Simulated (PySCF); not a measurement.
## Sc²⁺: ionisation energy

Sc²⁺ [Ar] 3d1 (2D) → Sc³⁺ [Ar] (1S), as a difference of total energies. All numbers are calculated (PySCF 2.14, the non-relativistic Hamiltonian (point nucleus), in def2-TZVPPD (6s6p4d2f1g, 67 functions)). Correlated levels: valence and next inner shell: [Ne] frozen. The calculations carry no spin-orbit coupling.

| method | ionisation energy (eV) |
| --- | --- |
| UHF | 23.937 |
| MP2 (valence and next inner shell) | 24.090 |
| SCS-MP2 (valence and next inner shell) | 24.072 |
| CCSD (valence and next inner shell) | 24.103 |
| CCSD(T) (valence and next inner shell) | 24.119 |

Problem. How much does correlation contribute at CCSD(T) (valence and next inner shell)?

Solution. 24.119 − (23.937) = 0.182 eV, measured against UHF.

A first-order spin-orbit estimate (lowest level to lowest level, LS coupling) adds 0.016 eV.

These non-relativistic numbers lack the scalar-relativistic shift.

Errors of the correlated levels include the incompleteness of this basis and the frozen core.

For comparison: 24.757 eV (measured; NIST Atomic Spectra Database, ionization energies).
